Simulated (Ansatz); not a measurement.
Program: Ansatz. Geometries: PBE0-D4/def2-TZVP. ΔE: electronic, gas phase. CBS: MP2 limit from def2 TZ/QZ plus the TZ coupled-cluster correction, frozen cores. Functionals use def2-TZVPP. Each species was taken in one conformer, which may not be the lowest.

Consider the ligand exchange at the Si–N bond: `O[SiH](F)NBS` + `O[SiH2]F` → `O[SiH](F)O[SiH2]F` + `NBS`.

CCSD(T)/CBS gives -67.7 kJ/mol.

**Question.** Another level gave -68.8 kJ/mol. Which?
A. HF/def2-TZVPP
B. BHLYP/def2-TZVPP
C. B97M-V/def2-TZVPP
D. LDA (SPW92)/def2-TZVPP

**Answer.** C. B97M-V -68.8, LDA (SPW92) -61.2, HF/def2-TZVPP -81.8, BHLYP -75.9 kJ/mol.

Largest T1 diagnostic among the species: 0.012.

In def2-TZVPP, CCSD(T) changes the Hartree–Fock value by +15.2 kJ/mol (the triples alone add +2.7 kJ/mol) and MP2 by +15.9 kJ/mol. Leaving LDA and LC-ωPBE aside and taking each functional with its dispersion term where it has one, the values, not all of them listed here, spread over 17.1 kJ/mol, from BHLYP-D4 to revPBE-D4. From PBE to PBE0 (25 % exact exchange), in def2-TZVPP and without D4, ΔE moves by −3.6 kJ/mol.
